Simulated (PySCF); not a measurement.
## Zinc: a sound run and one with changed settings

Sound run: Zn⁺ [Ar] 3d10 4s1, Zn²⁺ [Ar] 3d10. Calculation: PySCF 2.14, in cc-pVTZ-PP with ECP10MDF (5s5p4d2f1g, 63 functions); scalar relativity through the core potential. The sound run starts from symmetry-adapted Hartree-Fock orbitals and uses a fine grid where one is needed.

Changed run: initial guess minao, at most 2 SCF cycles. This setting is unsound on purpose.

```json
{"species": "Zn⁺", "method": "UHF", "sound run (hartree)": "-225.67613", "changed run (hartree)": "-224.81302", "converged": "no"}
{"species": "Zn⁺", "method": "r2SCAN", "sound run (hartree)": "-226.65426", "changed run (hartree)": "-211.86443", "converged": "no"}
{"species": "Zn⁺", "method": "PBE0", "sound run (hartree)": "-226.72083", "changed run (hartree)": "-216.95395", "converged": "no"}
{"species": "Zn²⁺", "method": "UHF", "sound run (hartree)": "-225.05729", "changed run (hartree)": "-224.40019", "converged": "no"}
{"species": "Zn²⁺", "method": "r2SCAN", "sound run (hartree)": "-225.97293", "changed run (hartree)": "-215.49009", "converged": "no"}
{"species": "Zn²⁺", "method": "PBE0", "sound run (hartree)": "-226.04917", "changed run (hartree)": "-217.89385", "converged": "no"}
```

The SCF was stopped early; the energies are upper bounds that still move, and correlated levels were skipped or rest on poor orbitals.
